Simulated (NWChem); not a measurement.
Molecule: SiNH5O3; SMILES O[Si](O)(O)N

```xyz
10

N      0.7735     1.5574    -0.1198
Si    -0.0456     0.0656     0.0095
O     -0.7181    -0.3462     1.4693
O      1.1224    -1.0538    -0.3298
O     -1.3549     0.0696    -1.0112
H      1.7534     1.6029     0.1329
H      0.2999     2.4355     0.0508
H     -1.6797    -0.3537     1.4680
H      0.9766    -1.9040     0.0950
H     -1.1760     0.4215    -1.8880
```
Atoms are numbered in this order, from 1.

Geometry: optimised at PBE0/def2-SVP.

### Question
Give the principal values of the shielding tensors (ppm) of N1, Si2, O3, O4, O5 from PBE/pcSseg-1, GIAO (NWChem), with their diamagnetic and paramagnetic parts as GIAO splits them.

### Answer
```csv
atom,σ11,σ22,σ33,isotropic,diamagnetic,paramagnetic
N1,205.5,243.2,273.2,240.6,318.6,-78.0
Si2,360.6,377.4,418.3,385.5,883.7,-498.2
O3,254.4,262.8,321.6,279.6,390.0,-110.4
O4,247.6,259.2,318.5,275.1,389.6,-114.5
O5,244.8,253.4,311.0,269.7,390.2,-120.5
```
